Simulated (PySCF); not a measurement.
A GIAO shielding run with PySCF (density fitting, non-relativistic, gas phase) on `C=C(C)[Si@@H](O)[SiH2]NC`, C$_{4}$H$_{13}$NOSi$_{2}$:

```
$ OMP_NUM_THREADS=1 python probes_run.py task.json out

{"job": {"kind": "nmr", "xc": "PBE0", "basis": "pcSseg-1"}, "charge": 0, "multiplicity": 1}
C     -0.728328     1.979983    -2.064559
C     -1.105782     1.290526    -0.996367
C     -1.267588     1.960610     0.335401
Si    -1.429778    -0.581019    -1.030987
O     -1.420139    -1.162039    -2.557060
Si     0.037644    -1.696124     0.341152
N      1.520676    -0.818475     0.333998
C      2.658670    -1.200245     1.132522
H     -0.528698     3.042104    -2.032783
H     -0.619593     1.514378    -3.030405
H     -2.302928     1.881346     0.663983
H     -0.651725     1.468481     1.087806
H     -0.995925     3.013919     0.290236
H     -2.842420    -0.806059    -0.718710
H     -0.622385    -1.179592    -3.077647
H     -0.522248    -1.879758     1.699477
H      0.432330    -3.052279    -0.076897
H      1.497479     0.178323     0.178843
H      2.601183    -0.815267     2.157110
H      3.583245    -0.836165     0.679372
H      2.697389    -2.285704     1.183050
```

Hardware: 1 thread of an Arm Neoverse V1, shared host. The job also computes population analyses, field gradients.

Problem. How large is the calculation?

Solution. 80 electrons, 215 basis functions and 1157 auxiliary functions.

Problem. How long does it take, and how much memory does it need?

Solution. 60 s of wall time, with 14 SCF cycles and 5 response iterations; peak memory 0.88 GiB. Times on a shared host scatter by some tens of per cent.
